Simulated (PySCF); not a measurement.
Compound: C₅H₅O₂ (doublet state).
Structure used (GFN2-xTB), in Å, numbered top down from 1:
```
atom  x, y, z in Å
C1     3.2058   -0.3462    0.6279
C2     2.0929   -0.0741    0.2165
C3     0.8460    0.2130   -0.2430
C4    -0.3692   -0.4741    0.2602
O5    -1.3408    0.4943    0.7117
C6    -2.4633    0.6002    0.0309
O7    -2.7923   -0.0363   -0.9263
H8     4.1700   -0.5628    0.9784
H9     0.7175    0.9815   -0.9896
H10   -0.8475   -1.0674   -0.5351
H11   -0.1378   -1.1182    1.1124
H12   -3.0801    1.3894    0.4948
```

The hyperfine couplings belong to this conformer and change with its torsions.

The species is `C#C[CH]COC=O` [radical].

The calculation used PySCF, UKS B3LYP, pcH-1 on C H O, non-relativistic, mean-field spin-orbit, GIAO. Isolated species at its GFN2-xTB geometry (one conformer only). A GFN2-xTB geometry isn't a minimum of the functional, and hyperfine couplings can be far from their values at a DFT geometry. Stability of the SCF solution: not tested.

The largest Mulliken spin populations are on C3 (+0.75), C1 (+0.56) and C2 (-0.26). The angles at C3 add up to 360.0°, so it is planar; its axial dipolar tensor and the negative coupling of its proton fit spin in a p orbital normal to that plane.

Q: Find Q in a(H) = Q·ρ(C) for the protons on the planar carbons that carry spin.

A: 
```json
{"H": "H9", "C": "C3", "ρ(C)": "+0.752", "a(H) (G)": "-18.32", "a/ρ (G)": "-24.3"}
```

One proton gives one ratio, Q = -24.3 G, and no test of linearity. In McConnell's picture π spin on carbon polarises the C–H bond and leaves opposite spin at the proton, which makes Q negative, as found here.

Q: How do the β-proton couplings of this frozen conformer go with θ, the angle between the C–H bond and the normal to the plane of the spin centre's three neighbours, both seen down the bond from centre to carbon?

A: 
| β H | on | centre | θ (°) | cos²θ | a (G) |
| --- | --- | --- | --- | --- | --- |
| H10 | C4 | C3 | 25 | 0.83 | +27.77 |
| H11 | C4 | C3 | 82 | 0.02 | +3.59 |

Couplings in gauss use g_iso = 2.0026.
